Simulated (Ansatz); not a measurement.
System: C₄H₅FO, charge 0, multiplicity 1. 
Coordinates optimised at B3LYP-D3(BJ)/def2-TZVP (Ansatz, a quantum-chemistry and plane-wave program):
```
C
C 1 1.3188
F 1 1.3433 2 122.20
O 1 1.3478 2 125.31 3 -176.27
H 2 1.0778 1 119.58 3 -179.14
H 2 1.0783 5 120.10 1 179.03
C 4 1.3821 1 119.19 2 -117.35
C 7 1.3221 4 126.82 1 7.12
H 8 1.0796 7 118.90 4 178.75
H 7 1.0801 8 124.01 9 -0.16
H 8 1.0806 9 118.11 7 -179.77
```
Charge 0, spin multiplicity 1.

Basis-set convergence of Hartree-Fock and CCSD correlation energies (hartree) with Ansatz. Valence correlation only, unless marked. No spin-orbit coupling. Non-relativistic.

```csv
basis,functions,E(HF),"E(corr, CCSD)"
cc-pVDZ,109,-328.64176,-0.93560
cc-pVTZ,250,?,?
```

Question: What belongs in the gaps?

Answer: 
- cc-pVTZ, E(HF): -328.74367
- cc-pVTZ, E(corr, CCSD): -1.15014
